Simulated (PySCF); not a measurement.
CH4SSeZn, SMILES C[S][Zn][SeH]. Geometry optimised at PBE-D3(BJ)/def2-SVP. The structure was generated by enumeration; whether it is a known compound was not checked. One conformer was computed; it need not be the lowest.

Task: Give the equilibrium geometry at PBE-D3(BJ)/def2-SVP (PySCF confirms it by a frequency run) as Cartesian coordinates in Å. (An estimate is asked for; the answer gives what the named calculation found.)

Result: One answer among several that fit: 
```xyz
8

Zn     0.0089     0.0977    -0.3029
S     -1.0296    -0.0955    -2.2125
C     -2.3204    -1.3315    -1.7515
H     -1.8820    -2.2973    -1.4346
H     -2.9201    -1.5091    -2.6652
H     -2.9992    -0.9546    -0.9624
Se     1.1096     0.2924     1.7049
H      0.2033     1.4069     2.0913
```
